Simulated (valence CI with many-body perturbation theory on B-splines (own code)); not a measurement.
Which ion has this spectrum?

A relativistic CI+MBPT calculation for an atom or ion with 5 electrons gives these levels (cm⁻¹):

| J | Parity | E | g |
| --- | --- | --- | --- |
| 1/2 | odd | 0 | 0.66 |
| 3/2 | odd | 22656 | 1.33 |
| 1/2 | even | 229211 | 2.66 |
| 3/2 | even | 237797 | 1.73 |
| 5/2 | even | 249283 | 1.60 |
| 3/2 | even | 410290 | 0.80 |
| 5/2 | even | 411261 | 1.20 |
| 1/2 | even | 514717 | 1.74 |
| 1/2 | even | 545471 | 0.93 |
| 3/2 | even | 554985 | 1.33 |
| 3/2 | odd | 717928 | 2.00 |
| 3/2 | odd | 811084 | 0.81 |
| 5/2 | odd | 812971 | 1.20 |
| 1/2 | odd | 908938 | 0.66 |

The energies are calculated, with errors of perhaps 400 cm⁻¹, more in some levels.

(1) Which is it?
A. Ar13+
B. P10+
C. Cl12+
D. S11+

Answers

(1) A. Ar13+, ground level 2s²2p ²P°_1/2.
